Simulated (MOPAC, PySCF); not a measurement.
Molecule: HSeO, net charge 0, doublet state. SMILES: [O][SeH]
Geometry: optimised at B3LYP-D3(BJ)/def2-TZVP (Ansatz).

Unscaled harmonic wavenumbers (cm⁻¹) in rising order, each level at the stationary point that it reaches from this structure (no distance between atoms moves by over 0.3 Å); the order of modes can differ between levels, and a negative number is imaginary. B3LYP-D3(BJ)/def2-TZVP (PySCF, at the structure above): 811, 912, 2200.

AM1 (MOPAC): 782, 926, 1856. Zero-point energy 5.1 against 5.6 kcal/mol; where all levels lie over 400 cm⁻¹, the wavenumbers are on average 0.941 times those of B3LYP-D3(BJ)/def2-TZVP.

PM6 (MOPAC): 830, 903, 2421. Zero-point energy 5.9 against 5.6 kcal/mol; where all levels lie over 400 cm⁻¹, the wavenumbers are on average 1.038 times those of B3LYP-D3(BJ)/def2-TZVP.
